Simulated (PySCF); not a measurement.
All values below come from PySCF with PBE0-D4/def2-TZVP. Isolated molecules, 0 K electronic values unless said otherwise. One relaxed conformer stands for a flexible species; it need not be the lowest. 

Reference species (SMILES): `[SiH2][SiH3]` (neutral, multiplicity 2).

```json
{
  "highest_occupied_spin_orbital": "-6.24 eV"
}
```

Changed species: `O=[C][SiH2]O` (O–C–Si–O torsion 145°, C–Si–O–H torsion 45°) (radical fragment; the reference has radical fragment).

**Question.** Give the shifts of the highest occupied spin orbital.

**Answer.** the highest occupied spin orbital goes up by 0.85 eV, to -5.39 eV.
